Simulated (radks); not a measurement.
Task: Species: Ba. Configuration: [Xe] 6s2. Method: Dirac Kohn-Sham, PBEsol, spin-unpolarised, spherical densities, finite nucleus; Fermi nuclear charge, rms radius 4.8378 fm; computed with a radial shooting solver on a logarithmic mesh with Libxc functionals. Some entries of the table are withheld. Estimate them.

orbital,occ.,eigenvalue (hartree),r(max) (bohr),<r> (bohr)
1s1/2,2,-1367.388,0.01643,0.02559
2s1/2,2,-216.0617,0.09306,0.1093
2p1/2,2,-203.5598,0.07108,0.09195
2p3/2,4,-189.5415,0.07615,0.09795
3s1/2,2,(1),0.2667,0.2918
3p1/2,2,-40.34931,0.2532,0.2817
3p3/2,4,-37.64020,0.2643,0.2936
3d3/2,4,-28.41537,0.2133,(2)
3d5/2,6,-27.83762,0.2164,(3)
4s1/2,2,-8.94043,0.6254,0.6741
4p1/2,2,(4),(5),0.6971
4p3/2,4,(6),(7),0.7244
4d3/2,4,-3.34624,0.6911,0.7951
4d5/2,6,-3.25004,0.6992,0.8051
5s1/2,2,-1.23693,1.471,1.638
5p1/2,2,-0.74171,1.624,1.862
5p3/2,4,-0.66496,1.694,1.948
6s1/2,2,-0.11929,4.135,4.767

Result: 
(1) 3s1/2 eigenvalue (hartree): -45.60040
(2) 3d3/2 <r> (bohr): 0.2645
(3) 3d5/2 <r> (bohr): 0.2682
(4) 4p1/2 eigenvalue (hartree): -7.03156
(5) 4p1/2 r(max) (bohr): 0.6374
(6) 4p3/2 eigenvalue (hartree): -6.46527
(7) 4p3/2 r(max) (bohr): 0.6617
